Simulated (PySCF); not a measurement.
## Correlation energy of Br (bromine, neutral)

[Ar] 3d10 4s2 4p5, 2P determinant. Computed with PySCF 2.14 in cc-pVDZ-PP with ECP10MDF (4s3p2d, 23 functions), with a scalar-relativistic core potential. Frozen: 3s2 3p6 3d10; 7 electrons correlated.

MP2 pair energies summed by pair of shells (mhartree):

```csv
pair,energy,share (%)
4p-4p,-60.84,65.6
4s-4p,-26.20,28.3
4s-4s,-5.63,6.1
```

Total MP2 correlation energy: -92.67 mhartree.

Same-spin part -23.73 and opposite-spin part -68.94 mhartree; SCS-MP2 scales them by 1/3 and 6/5 to -90.64 mhartree.

```
  level  correlation energy (mhartree)
   CCSD                        -106.60
    (T)                          -0.91
CCSD(T)                        -107.51
```

Diagnostics: T1 = 0.0050, D1 = 0.0169, largest double amplitude 0.049.

Task: Is a single reference adequate?

Result: Yes, within this model without spin-orbit coupling: T1 lies below 0.03 and no double amplitude reaches 0.07.
